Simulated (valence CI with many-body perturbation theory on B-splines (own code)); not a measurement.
**Forbidden lines of Ir35+**

Computed by valence CI with perturbative core correlation (CI+MBPT): six valence electrons over a frozen Dirac-Fock core [Kr], radial functions for each j: 7 s, 7 p, 8 d, 6 f, 4 g, 1 h, with the one-electron correlation potential Σ1 (screened to all orders), the two-electron term Σ2, the three-electron term Σ3, Breit, model QED; selected single and double excitations, second order for the rest, scaled by the run's own slope (own B-spline code, finite nucleus).

No measured spectrum was set against this ion. As an estimate, large intervals hold to a few tenths of a per cent, small ones and those within an open d or f shell to about a per cent. Core correlation moves these levels by up to 8800 cm⁻¹, and in measured spectra 5 to 20 % of such shifts remained as error; rates that hang on mixing are uncertain with them. Among the levels kept, up to 730 cm⁻¹ of a level comes from second order outside the variational space, and about a tenth of that is noise between levels of different J, which matters for small intervals. Only levels of the ground parity were solved; by the run's estimate the other parity begins above the list, which can be wrong where configurations are misplaced.

Lines 1 to 50 of 112 in falling wavelength, among levels below 754850 cm⁻¹, chosen from the decays that carry over 1 % of a level's rate. Wavelengths and rates use the calculated energies. Electric multipoles are in the length gauge, E1 and E2 with the static RPA response of the core. S is in atomic units (e²a₀⁴ for E2 and M2, e²a₀⁶ for E3), for M1 in squared Bohr magnetons. Weak lines are less certain than strong ones. Lines between different terms over intervals too small for the method are left out, as are lines whose strength nearly cancels. The highest levels of a list are the least certain.

Levels are named by their leading jj configuration (3d3/2^4 stands for four electrons in 3d with j = 3/2), which in mixed levels can hold well under half, so a name can repeat and another be missing. Letters in brackets count levels of one name in rising energy.

```csv
λ vac (nm),Upper,Lower,Type,A (s⁻¹),S (a.u.)
4422,(4d3/2^3 4d5/2^3) J=6,(4d3/2^3 4d5/2^3) J=5,M1,7.01e-02,2.92e+00
437.2,(4d3/2^4 4d5/2^2) J=2,(4d3/2^4 4d5/2^2) J=4,E2,3.63e-03,2.59e-02
245.4,(4d3/2^3 4d5/2^3) J=2 [b],(4d3/2^3 4d5/2^3) J=3 [b],M1,4.16e+02,1.14e+00
235.2,(4d3/2^3 4d5/2^3) J=4 [b],(4d3/2^3 4d5/2^3) J=3 [b],M1,1.90e+02,8.24e-01
185.7,(4d3/2^4 4d5/2^2) J=0,(4d3/2^4 4d5/2^2) J=2,E2,9.16e-01,1.81e-02
183.8,(4d3/2^3 4d5/2^3) J=3 [c],(4d3/2^3 4d5/2^3) J=2 [a],M1,4.52e+02,7.28e-01
171.7,(4d3/2^3 4d5/2^3) J=3 [b],(4d3/2^3 4d5/2^3) J=3 [a],M1,9.37e+02,1.23e+00
150.8,(4d3/2^3 4d5/2^3) J=4 [b],(4d3/2^3 4d5/2^3) J=5,M1,3.93e+02,4.50e-01
142.2,(4d3/2^3 4d5/2^3) J=0,(4d3/2^3 4d5/2^3) J=1 [a],M1,4.10e+03,4.38e-01
121.4,(4d3/2^3 4d5/2^3) J=1 [b],(4d3/2^3 4d5/2^3) J=1 [a],M1,1.89e+03,3.75e-01
119.8,(4d3/2^2 4d5/2^4) J=0 [a],(4d3/2^3 4d5/2^3) J=1 [b],M1,2.96e+03,1.89e-01
119.3,(4d3/2^3 4d5/2^3) J=2 [b],(4d3/2^3 4d5/2^3) J=1 [a],M1,4.86e+02,1.53e-01
115.8,(4d3/2^3 4d5/2^3) J=1 [a],(4d3/2^4 4d5/2^2) J=0,M1,7.84e+03,1.35e+00
107.7,(4d3/2^3 4d5/2^3) J=4 [b],(4d3/2^3 4d5/2^3) J=4 [a],M1,1.17e+03,4.88e-01
101.0,(4d3/2^3 4d5/2^3) J=2 [b],(4d3/2^3 4d5/2^3) J=3 [a],M1,4.27e+03,8.16e-01
99.82,(4d3/2^2 4d5/2^4) J=4 [c],(4d3/2^2 4d5/2^4) J=4 [a],M1,1.11e+03,3.67e-01
97.82,(4d3/2^2 4d5/2^4) J=3 [a],(4d3/2^3 4d5/2^3) J=2 [b],M1,3.51e+03,8.51e-01
94.50,(4d3/2^2 4d5/2^4) J=5,(4d3/2^3 4d5/2^3) J=4 [b],M1,8.81e+03,3.03e+00
81.02,(4d3/2^2 4d5/2^4) J=3 [b],(4d3/2^3 4d5/2^3) J=4 [b],M1,1.68e+04,2.32e+00
79.96,(4d3/2^3 4d5/2^3) J=3 [a],(4d3/2^4 4d5/2^2) J=2,M1,2.03e+04,2.69e+00
79.88,(4d3/2^2 4d5/2^4) J=3 [b],(4d3/2^3 4d5/2^3) J=2 [b],M1,3.32e+03,4.40e-01
75.35,(4d3/2^2 4d5/2^4) J=1,(4d3/2^3 4d5/2^3) J=2 [b],M1,1.62e+04,7.73e-01
74.67,(4d3/2 4d5/2^5) J=3,(4d3/2^2 4d5/2^4) J=4 [c],M1,1.99e+04,2.15e+00
74.54,(4d3/2^2 4d5/2^4) J=1,(4d3/2^3 4d5/2^3) J=1 [b],M1,2.04e+04,9.39e-01
74.46,(4d3/2^2 4d5/2^4) J=4 [b],(4d3/2^3 4d5/2^3) J=3 [c],M1,3.81e+03,5.25e-01
74.44,(4d3/2^2 4d5/2^4) J=4 [a],(4d3/2^3 4d5/2^3) J=3 [b],M1,5.03e+03,6.92e-01
71.32,(4d3/2^3 4d5/2^3) J=1 [a],(4d3/2^4 4d5/2^2) J=2,M1,8.72e+04,3.52e+00
70.78,(4d3/2 4d5/2^5) J=2,(4d3/2^2 4d5/2^4) J=2 [c],M1,1.09e+04,7.18e-01
69.94,(4d3/2^2 4d5/2^4) J=3 [a],(4d3/2^3 4d5/2^3) J=3 [b],M1,6.86e+03,6.09e-01
69.25,(4d3/2^2 4d5/2^4) J=2 [b],(4d3/2^3 4d5/2^3) J=2 [b],M1,4.14e+03,2.55e-01
68.56,(4d3/2^2 4d5/2^4) J=2 [b],(4d3/2^3 4d5/2^3) J=1 [b],M1,1.72e+03,1.02e-01
68.38,(4d3/2^2 4d5/2^4) J=1,(4d3/2^3 4d5/2^3) J=0,M1,2.56e+04,9.11e-01
67.93,(4d3/2 4d5/2^5) J=3,(4d3/2^2 4d5/2^4) J=2 [c],M1,3.33e+04,2.71e+00
67.60,(4d3/2^3 4d5/2^3) J=3 [a],(4d3/2^4 4d5/2^2) J=4,M1,6.66e+04,5.34e+00
67.59,(4d3/2^2 4d5/2^4) J=3 [a],(4d3/2^3 4d5/2^3) J=2 [a],M1,2.03e+04,1.62e+00
64.40,(4d3/2^2 4d5/2^4) J=2 [a],(4d3/2^3 4d5/2^3) J=1 [a],M1,4.51e+04,2.23e+00
64.18,(4d3/2^3 4d5/2^3) J=4 [a],(4d3/2^4 4d5/2^2) J=4,M1,8.35e+04,7.36e+00
63.24,(4d3/2^2 4d5/2^4) J=4 [a],(4d3/2^3 4d5/2^3) J=5,M1,2.52e+04,2.13e+00
60.29,(4d3/2^2 4d5/2^4) J=0 [a],(4d3/2^3 4d5/2^3) J=1 [a],M1,2.28e+05,1.85e+00
60.26,(4d3/2^2 4d5/2^4) J=3 [b],(4d3/2^3 4d5/2^3) J=3 [b],M1,4.41e+04,2.50e+00
59.90,(4d3/2^2 4d5/2^4) J=0 [b],(4d3/2^2 4d5/2^4) J=1,M1,1.10e+04,8.73e-02
59.26,(4d3/2^3 4d5/2^3) J=1 [b],(4d3/2^4 4d5/2^2) J=0,M1,3.56e+04,8.25e-01
58.88,(4d3/2^2 4d5/2^4) J=5,(4d3/2^3 4d5/2^3) J=6,M1,5.31e+04,4.42e+00
58.67,(4d3/2^2 4d5/2^4) J=2 [a],(4d3/2^3 4d5/2^3) J=3 [a],M1,1.57e+05,5.89e+00
58.51,(4d3/2^2 4d5/2^4) J=3 [b],(4d3/2^3 4d5/2^3) J=2 [a],M1,2.84e+04,1.48e+00
58.21,(4d3/2^2 4d5/2^4) J=2 [c],(4d3/2^3 4d5/2^3) J=3 [c],M1,4.63e+04,1.69e+00
58.10,(4d3/2^2 4d5/2^4) J=5,(4d3/2^3 4d5/2^3) J=5,M1,2.74e+04,2.19e+00
56.39,(4d3/2 4d5/2^5) J=2,(4d3/2^2 4d5/2^4) J=2 [b],M1,3.91e+04,1.30e+00
56.08,(4d3/2^3 4d5/2^3) J=2 [a],(4d3/2^4 4d5/2^2) J=2,M1,5.90e+04,1.93e+00
56.04,(4d3/2^2 4d5/2^4) J=1,(4d3/2^3 4d5/2^3) J=2 [a],M1,1.77e+04,3.47e-01
```
